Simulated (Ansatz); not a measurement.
Gas-phase electronic energies from Ansatz, PBE0-D4/def2-TZVP geometries. CCSD(T)/CBS adds triple-zeta CCSD(T) − MP2 to the extrapolated MP2 energy (def2 sets, frozen cores). This one scheme is used for every species. DFT in def2-TZVPP. B3LYP here is the variant with VWN-RPA as its local correlation; programs differ in this. For Ge outer-core shells are correlated without core-valence functions, which leaves a few kJ/mol of doubt a bond. Scalar relativity is left out up to krypton.

`B[CH]([SiH3])[GeH3]` + H₂ → `B[CH2][GeH3]` + SiH₄  (hydrogenolysis of a C–Si bond)

`B[CH]([SiH3])[GeH3]`:

Z-matrix (Å, degrees):
```
C
Si 1 1.870
Ge 1 1.996 2 107.1
B 1 1.529 2 117.1 3 -109.1
H 1 1.093 2 111.7 3 115.7
H 2 1.486 1 109.5 3 65.7
H 2 1.490 1 111.1 3 -54.3
H 2 1.488 1 110.5 3 -174.0
H 3 1.540 1 111.0 2 -148.8
H 3 1.535 1 107.2 2 92.1
H 3 1.535 1 109.5 2 -28.3
H 4 1.201 1 119.7 2 41.7
H 4 1.198 1 121.6 2 -141.9
```

H₂:

Cartesian coordinates in Å:
```
H -0.103 0.269 -0.236
H 0.103 -0.269 0.236
```

`B[CH2][GeH3]`:

```xyz
10

B     0.156   -1.021    1.119
C    -0.790   -0.431    0.077
Ge    0.350    0.945   -0.807
H     0.893   -1.922    0.833
H     0.242   -0.533    2.210
H    -1.643    0.135    0.455
H    -1.086   -1.088   -0.743
H     1.544    0.285   -1.513
H     0.864    1.970    0.216
H    -0.528    1.660   -1.845
```

SiH₄:

Z-matrix (Å, degrees):
```
Si
H 1 1.485
H 1 1.485 2 109.5
H 1 1.485 2 109.5 3 -120.0
H 1 1.485 2 109.5 3 120.0
```

```tsv
level	ΔE (eV)
PBE-D4	-0.09
PBE	-0.19
B3LYP	-0.32
HF/def2-QZVPP	-0.44
SCS-MP2/def2-QZVPP	-0.10
HF/CBS(def2)	-0.44
MP2/CBS(def2)	0.01
CCSD/CBS(def2)	-0.13
```

Q: What does CCSD(T)/CBS give? (An estimate is asked.)

A: Ansatz gave: -0.07 eV. The listed levels differ from it by -0.02, -0.12, -0.25, -0.37, -0.03, -0.37, 0.08, -0.06 eV.

Largest T1 diagnostic among the species: 0.012.

In def2-TZVPP, CCSD(T) changes the Hartree–Fock value by +0.33 eV (the triples alone add +0.06 eV) and MP2 by +0.41 eV. The D4 term adds +0.16 eV with B3LYP and +0.09 eV with PBE0; it sums over pairs of atoms, weighted by their polarisabilities, and B3LYP, whose exchange is more repulsive, gets the larger term.
